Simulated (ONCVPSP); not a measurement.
# oxygen (O): excitation energies, all-electron against ONCV

ONCVPSP 4.0.1 input, shortened (lines: element, Z, core and valence counts, functional; n l f; lmax; l rc ep ncon nbas qcut; lloc lpopt rc5 dvloc0; l nproj debl; icmod fcfact rcfact), PBE, scalar-relativistic:

```
  O 8.00    1    2        4      upf
    1    0    2.00
    2    0    2.00
    2    1    2.00
    1
    0    0.90    0.00    4    7    8.30
    1    1.90    0.00    4    9    5.70
    4    5    0.85    1.00
    0    2    0.70
    1    1    3.40
    0    0.00    0.00
```

In the s channel the program set the typed energies aside and used -2.144, 0.250 Ha.

Energies are relative to the spin-unpolarised reference configuration 2s2 2p2; without spin polarisation the order of configurations can differ from experiment.

```tsv
valence configuration	charge	ΔE all-electron (eV)	error AE − PS (meV)
2s2 2p4	0	-50.017	+912
2s2 2p1	+3	53.869	+786
2s2 2p3.5	+0.5	-43.731	+675
```

What are ΔE and the potential's error for 2s2 2p3?

ΔE = -33.586 eV all-electron; the error (AE − PS) is +381 meV.

Levels in the configuration 2s2 2p3:

```
level  all-electron (eV)  pseudo (eV)
   2s            -39.664      -39.684
   2p            -24.450      -25.038
```
